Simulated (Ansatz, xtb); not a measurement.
Two isomers of C5H10Si

Structure I: `C=C[C@@H]1C[C@@H]1[SiH3]`, a singlet. Structure II: `C=CC1([SiH3])CC1`, a singlet. Both are isolated molecules in the gas phase, relaxed with PBE-D3(BJ)/def2-SVP; the shapes shown needn't be the lowest conformers.

I (Å):

```xyz
16

C    -2.6102   -0.5613    0.0635
C    -1.2651   -0.6159    0.0780
C    -0.3855   -0.1605   -1.0214
C     0.9493   -0.8318   -1.2723
C     0.9296    0.5839   -0.7386
Si    1.5302    1.0230    0.9900
H    -3.1591   -0.1565   -0.8031
H    -3.2083   -0.9204    0.9143
H    -0.7553   -1.0328    0.9658
H    -0.9279    0.1879   -1.9168
H     1.2413   -1.6437   -0.5853
H     1.2571   -0.9965   -2.3169
H     1.1575    1.3668   -1.4840
H     2.9701    1.4591    0.9219
H     1.4453   -0.1707    1.9039
H     0.7234    2.1456    1.5857
```

II (Å):

```xyz
16

C     0.8032   -0.0525    1.3585
C     0.5662   -0.1221    0.0351
C    -0.6644   -0.6689   -0.6094
C    -0.6194   -2.0902   -1.1710
C    -1.4389   -1.7921    0.0574
Si   -1.6492    0.6120   -1.5918
H     1.7396    0.3742    1.7494
H     0.0683   -0.4144    2.0963
H     1.3288    0.2707   -0.6642
H    -2.2139    1.6721   -0.6849
H    -2.7831   -0.0849   -2.2994
H    -0.7699    1.2787   -2.6173
H    -1.1384   -2.3056   -2.1194
H     0.3236   -2.6429   -1.0318
H    -1.0626   -2.1600    1.0250
H    -2.5375   -1.8027   -0.0290
```

Quicker runs give these differences E(II) − E(I): GFN2-xTB +6.09 kJ/mol; HF/STO-3G +7.62 kJ/mol (at GFN2-xTB geometries); r2SCAN-D4/def2-SVP +4.44 kJ/mol (at GFN2-xTB geometries).

Q: Estimate E(II) − E(I) at the level CCSD(T)/def2-SVP + ΔMP2/def2-TZVPP.

A: Too close to call at this level: CCSD(T)/def2-SVP + ΔMP2/def2-TZVPP gives E(II) − E(I) = +0.79 kJ/mol.

Level by level:

```json
{"level": "GFN2-xTB", "geometry": "GFN2-xTB", "E(II) − E(I) (kJ/mol)": "+6.09", "departure from the last row (kJ/mol)": "+5.30", "job, with rough time for the two": "optimisation, 0.34 s"}
{"level": "HF/STO-3G", "geometry": "GFN2-xTB", "E(II) − E(I) (kJ/mol)": "+7.62", "departure from the last row (kJ/mol)": "+6.83", "job, with rough time for the two": "single point, 0.48 s"}
{"level": "r2SCAN-D4/def2-SVP", "geometry": "GFN2-xTB", "E(II) − E(I) (kJ/mol)": "+4.44", "departure from the last row (kJ/mol)": "+3.65", "job, with rough time for the two": "single point, 4.2 s"}
{"level": "PBE-D3(BJ)/def2-SVP", "geometry": "PBE-D3(BJ)/def2-SVP", "E(II) − E(I) (kJ/mol)": "+4.15", "departure from the last row (kJ/mol)": "+3.36", "job, with rough time for the two": "optimisation, 37 s"}
{"level": "HF/def2-SVP", "geometry": "PBE-D3(BJ)/def2-SVP", "E(II) − E(I) (kJ/mol)": "+5.35", "departure from the last row (kJ/mol)": "+4.56", "job, with rough time for the two": "part of the CCSD(T) run"}
{"level": "MP2/def2-SVP", "geometry": "PBE-D3(BJ)/def2-SVP", "E(II) − E(I) (kJ/mol)": "−1.62", "departure from the last row (kJ/mol)": "−2.41", "job, with rough time for the two": "part of the CCSD(T) run"}
{"level": "CCSD(T)/def2-SVP", "geometry": "PBE-D3(BJ)/def2-SVP", "E(II) − E(I) (kJ/mol)": "−0.12", "departure from the last row (kJ/mol)": "−0.91", "job, with rough time for the two": "single point"}
{"level": "CCSD(T)/def2-SVP + ΔMP2/def2-TZVPP", "geometry": "PBE-D3(BJ)/def2-SVP", "E(II) − E(I) (kJ/mol)": "+0.79", "departure from the last row (kJ/mol)": "", "job, with rough time for the two": "single point, 46 s"}
```

As drawn, both hold the same kinds of bond in the same numbers.

The largest departure from CCSD(T)/def2-SVP + ΔMP2/def2-TZVPP is that of HF/STO-3G, 6.83 kJ/mol. The last row adds to CCSD(T) the change of the MP2 difference between the two basis sets, here +0.91 kJ/mol.

With thermal terms from frequencies at re-optimised GFN2-xTB minima (ideal gas, soft modes damped towards free rotors, one conformer each, 298.15 K, 1 atm): on the last row, ΔE + ΔZPE = −0.16, ΔH = +0.40, ΔG = −0.49 kJ/mol.

The correlated steps freeze 10 core orbitals. Mirror images aren't counted in ΔG. Codes used: Ansatz 0.2.0, xtb 6.7.1; the last row on 2 threads of Intel(R) Xeon(R) 6975P-C (Granite Rapids) on a shared host.
